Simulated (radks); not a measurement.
Values are calculated unless marked as measured or tabulated.
Polarisability of the cadmium ion Cd2+, [Kr] 4d10, at imaginary frequency. Level of theory: non-relativistic Kohn-Sham, LDA (Slater exchange, Perdew-Wang correlation), spin-polarised, spherical densities, point nucleus; relativity is left out, which matters for an element this heavy (a radial shooting solver on a logarithmic mesh with Libxc functionals). Response by self-consistent Sternheimer equations with the Hartree and adiabatic LDA kernel.

w (hartree),alpha1(iw) (bohr^3),alpha2(iw) (bohr^5)
0.00266,5.374,20.20
0.0143,5.373,20.18
0.0360,5.366,20.11
0.0697,5.345,19.88
0.118,5.293,19.32
0.186,5.181,18.23
0.280,4.966,16.50
0.413,4.602,14.23
0.605,4.055,11.73
0.892,3.335,9.237
1.35,2.491,6.796
2.12,1.606,4.447
3.59,0.8244,2.374
6.94,0.3024,0.8840
17.5,0.06885,0.1694

Static values: alpha1 = 5.374 bohr^3 (0.7964 angstrom^3; uncoupled 8.089), alpha2 = 20.20 bohr^5, alpha3 = 97.97 bohr^7. C6 = 27.11, C8 = 416.8, triple-dipole C9 = 100.8 atomic units. One-pole (London) frequency 4 C6 / (3 alpha1^2) = 1.252 hartree, against 1.144 for minus the highest occupied eigenvalue. The dipole shielding factor is 0.959, as the force sum rule N/Z = 0.958 demands.
